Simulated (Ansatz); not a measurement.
Gas-phase electronic energies from Ansatz, PBE0-D4/def2-TZVP geometries. CCSD(T)/CBS is the MP2 limit (def2-TZVPP, def2-QZVPP) plus CCSD(T) − MP2 in def2-TZVPP, frozen cores. DFT in def2-TZVPP. B3LYP here is the variant with VWN-RPA as its local correlation; programs differ in this. Each species was taken in one conformer, which may not be the lowest.

Consider the cleavage of the Si–Si bond: `[SiH3][SiH]1COC1` + `C=CN[SiH2]Cl` → `C=CN([SiH3])[SiH2]Cl` + `C1OC[SiH2]1`.

Task: Is it downhill or uphill in electronic energy at CCSD(T)/CBS, and by how much? (An estimate is asked.)

Result: Ansatz gave: Downhill: ΔE = -35.6 kJ/mol.

Task: What do these levels give: PBE-D4, r2SCAN-D4, B3LYP-D4, B2PLYP, PBE, r2SCAN, PBE0, B3LYP, MP2/def2-TZVPP, SCS-MP2/def2-TZVPP, CCSD(T)/def2-TZVPP, CCSD/CBS(def2)? (Best estimate.)

Result: The calculation gave: PBE-D4 -11.8, r2SCAN-D4 -23.6, B3LYP-D4 -30.0, B2PLYP -30.1, PBE -5.4, r2SCAN -22.2, PBE0 -13.3, B3LYP -19.4, MP2/def2-TZVPP -44.6, SCS-MP2/def2-TZVPP -44.1, CCSD(T)/def2-TZVPP -35.4, CCSD/CBS(def2) -35.3 kJ/mol.

Largest T1 diagnostic among the species: 0.013.

The D4 term adds −10.6 kJ/mol with B3LYP and −5.3 kJ/mol with PBE0; it sums over pairs of atoms, weighted by their polarisabilities, and B3LYP, whose exchange is more repulsive, gets the larger term. From PBE to PBE0 (25 % exact exchange), in def2-TZVPP and without D4, ΔE moves by −7.9 kJ/mol.
